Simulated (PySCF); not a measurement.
Se(OH)(SiH3) (H₄OSeSi), SMILES [Se](O)[SiH3].

Geometry: r2SCAN-D4/def2-SVP. Other conformers were not sampled.

Method: TDDFT-B3LYP/def2-SVPD in PySCF.

Vertical excitations. Gas-phase values at a fixed geometry.

```tsv
state	energy (eV)	λ (nm)	f	main pairs
S1	3.53	351	0.001	HOMO→LUMO 100 %
S2	4.65	267	0.001	HOMO−1→LUMO 98 %
S3	5.26	236	0.021	HOMO→LUMO+1 99 %
S4	5.84	212	0.009	HOMO→LUMO+2 99 %
S5	6.54	190	0.029	HOMO−1→LUMO+1 57 %, HOMO→LUMO+3 41 %
S6	6.69	185	0.040	HOMO→LUMO+4 47 %, HOMO→LUMO+3 21 %, HOMO−1→LUMO+1 12 %, HOMO−2→LUMO 12 %
S7	6.74	184	0.003	HOMO→LUMO+4 39 %, HOMO−2→LUMO 20 %, HOMO→LUMO+5 11 %, HOMO→LUMO+3 9 %
S8	6.80	182	0.002	HOMO→LUMO+5 76 %
S9	6.93	179	0.032	HOMO−1→LUMO+2 47 %, HOMO−2→LUMO 33 %
S10	6.97	178	0.023	HOMO→LUMO+6 85 %
T1	2.84	437	0	HOMO→LUMO 98 %
T2	3.98	311	0	HOMO−1→LUMO 97 %
T3	4.88	254	0	HOMO→LUMO+1 97 %
T4	5.64	220	0	HOMO→LUMO+2 96 %
```
Triplets are in the Tamm–Dancoff approximation, which puts them higher than full response would, so one can lie above its singlet here.
